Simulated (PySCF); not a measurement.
**Electron correlation in N⁺ (nitrogen, charge +1)**

[He] 2s1 2p2 3s1, high-spin 5P determinant (an excited configuration). Computed with PySCF 2.14 in aug-cc-pCVTZ-DK with one added diffuse shell each of s, p, d, f type (8s7p5d3f, 75 functions), with scalar relativity by spin-free X2C-1e. Frozen: 1s2; 4 electrons correlated.

| level | correlation energy (mhartree) |
| --- | --- |
| CCSD | -23.01 |
| (T) | -0.16 |
| CCSD(T) | -23.17 |

Diagnostics: T1 = 0.0059, D1 = 0.0159, largest double amplitude 0.036.

The outer electron is Rydberg-like, and this basis confines it to a smaller radius and binds it less than a complete one would.

Cost of the coupled-cluster step: about 11 core-seconds, for 4 correlated electrons.
